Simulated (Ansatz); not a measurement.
Basis sets compared for [MoO3Cl]- (MoClO3⁻). The state is a singlet with charge -1. Geometry r2SCAN-D4/def2-SVPD. Ansatz on 4 threads of Arm Neoverse V1 on a shared host; times are rough, and most runs start from earlier orbitals.

```tsv
atom	x (Å)	y (Å)	z (Å)
Mo1	0.083	-0.005	-0.099
O2	-0.445	-1.208	-1.220
O3	0.138	1.531	-0.885
O4	1.655	-0.412	0.485
Cl5	-1.431	0.095	1.719
```

In the def2 sets Mo takes a core potential; there is no spin–orbit coupling.

| level | functions | energy (Eh) | HOMO (eV) | LUMO (eV) | wall time |
| --- | --- | --- | --- | --- | --- |
| PBE-D4/def2-SVPD | 130 | -753.7172 | -2.23 | 2.11 | 1.4 s |
| PBE0-D4/def2-SVPD | 130 | -753.6555 | -3.82 | 2.83 | 1.6 s |

Task: Estimate the rows for PBE-D4/def2-TZVPD (with forces), PBE0-D4/def2-TZVPD.

Result: 
| level | functions | energy (Eh) | HOMO (eV) | LUMO (eV) | wall time |
| --- | --- | --- | --- | --- | --- |
| PBE-D4/def2-TZVPD (with forces) | 206 | -754.1480 | -2.12 | 2.22 | 2.7 s |
| PBE0-D4/def2-TZVPD | 206 | -754.0871 | -3.70 | 2.96 | 3.2 s |
